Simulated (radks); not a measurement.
Results of a calculation; reference values are marked as such.
Question: Radial electron density D(r) = 4 pi r^2 rho(r) of an atom or ion with 20 electrons. Level of theory: Dirac Kohn-Sham, BLYP, spin-unpolarised, spherical densities, finite nucleus; Fermi nuclear charge, rms radius of each element as measured or else 0.836 A^(1/3) + 0.57 fm (a radial shooting solver on a logarithmic mesh with Libxc functionals).

r (bohr)  D(r) (e/bohr)
0.005108          1.993
0.005852          2.523
0.006704          3.178
0.007681          3.982
0.00873           4.896
0.01              6.055
0.01146           7.429
0.01313           9.030
0.01504           10.86
0.01723           12.91
0.01958           14.99
0.02244           17.32
0.02571           19.65
0.02945           21.86
0.03374           23.78
0.03866           25.23
0.04429           26.04
0.05034           26.14
0.05767           25.50
0.06607           24.21
0.0757            22.56
0.08672           20.93
0.09936           19.81
0.1129            19.59
0.1294            20.46
0.1482            22.35
0.1698            24.78
0.1946            26.96
0.2229            27.99
0.2533            27.30
0.2903            24.62
0.3325            20.38
0.381             15.56
0.4365            11.37
0.5001            8.749
0.5684            7.974
0.6512            8.547
0.746             9.647
0.8547            10.30
0.9792            9.934
1.122             8.549
1.285             6.567
1.461             4.637
1.674             2.903
1.917             1.661
2.197            0.8841
2.517            0.4468
2.883            0.2170
3.277            0.1052
3.755           0.04509
4.302           0.01705
4.928          0.005455
5.646          0.001422
6.469         0.0002910

What is the nuclear charge?

Answer: Z = 22. The innermost maximum, from 1s, lies near gamma/Z bohr with gamma = sqrt(1 - (Z/c)^2) = 0.987, here 0.0449 bohr (found: 0.0480), and its height grows with Z. The density is that of the titanium ion Ti2+ in [Ar] 3d2; the configuration itself is not fixed sharply by these data, and Z only to about a unit. D(r) has 3 maxima, at r = 0.0480, 0.226, 0.875 bohr, and minima at 0.109, 0.568 bohr, inside which lie 2.15, 10.44 electrons.
